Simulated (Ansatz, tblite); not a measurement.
Removing and adding an electron: YCl3. The state is a singlet with charge 0. Geometry: PBE-D4/def2-SVP. Ansatz, gas phase; energy differences of separate SCF runs; the oxidised species was run as a doublet alone; the reduced species was run as a doublet alone.

```xyz
4

Y     0.000   -0.001    0.003
Cl    0.529    2.303    0.624
Cl   -2.299   -0.814    0.167
Cl    1.769   -1.489   -0.794
```

In the def2 sets Y takes a core potential; there is no spin–orbit coupling. The xTB rows come from tblite.

| level | −HOMO (eV) | vertical IE (eV) | −LUMO (eV) | vertical EA (eV) | HOMO–LUMO gap (eV) | IE − EA (eV) | remarks |
| --- | --- | --- | --- | --- | --- | --- | --- |
| GFN1-xTB | 13.39 | 15.49 | 10.73 | 7.73 | 2.66 | 7.76 | – |
| GFN2-xTB | 12.33 | 14.81 | 11.53 | 8.39 | 0.81 | 6.43 | – |
| PBE-D4/def2-TZVP | 7.74 | 10.40 | 3.69 | – | 4.05 | – | – |
| PBE-D4/def2-TZVPD | 7.77 | – | 3.71 | 1.50 | 4.06 | – | HOMO above zero (-1 doublet) |
| r2SCAN-D4/def2-TZVP | 8.11 | 10.69 | 3.34 | – | 4.78 | – | – |
| r2SCAN-D4/def2-TZVPD | 8.11 | – | 3.31 | 1.53 | 4.80 | – | HOMO above zero (-1 doublet) |
| PBE0-D4/def2-TZVP | 9.13 | 11.00 | 2.93 | – | 6.19 | – | – |
| PBE0-D4/def2-TZVPD | 9.14 | – | 2.93 | 1.50 | 6.21 | – | HOMO above zero (-1 doublet) |

   A HOMO above zero means that the electron is unbound at that level or that self-interaction error raises the level; the energy of removing that electron tells which. Raw xTB energy differences between charge states are shifted by several eV; the methods need an empirical correction for them.
